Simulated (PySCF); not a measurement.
Atoms are numbered as in `[CH3:1][CH2:2]/[C:3]([C:4]#[N:5])=[N:6]\[SiH2:7][CH:8]=[O:9]`; H(Xn) means a hydrogen on atom n.

[PySCF 2.14: PBE0/pcSseg-1 with gauge-including orbitals; GFN2-xTB structure; rapidly exchanging positions averaged; no relativistic terms; gas phase; single conformer]

References, each an isolated molecule treated in the same way: TMS for 13C (186.93 ppm).

Question: Do the 13C shifts follow the atomic charges (in e)? Tabulate both.

Answer: 
```
atoms  hybridisation  δ (ppm)  σ para (ppm)  Hirshfeld    IAO  Mulliken  ESP-fitted
   C8            sp2    243.6          -311      +0.05  +0.01     -0.02       +0.36
   C3            sp2    167.7          -234      +0.13  +0.18     +0.11       +0.39
   C4             sp    119.4          -195      +0.09  +0.13     +0.15       +0.27
   C2            sp3     42.2          -106      -0.06  -0.28     -0.19       +0.15
   C1            sp3     13.8           -75      -0.11  -0.42     -0.29       -0.38
```

Correlation coefficients of δ with charge over these carbons: Hirshfeld +0.78, IAO +0.77, Mulliken +0.67, ESP-fitted +0.80; with the paramagnetic shielding -1.00. With so few points, grouped by hybridisation, these coefficients are fragile. Charge is one influence among several: hybridisation and low-lying excitations act through the paramagnetic term.

Shifts are as computed. Against solution values, carbons near 30 ppm lie about +3 ppm off and those near 130 ppm about +5 ppm. Of 1211 compounds with measured shifts, 218 miss one by over three times the rms of a fit or turn the order of signals round; such compounds aren't used in these exercises.
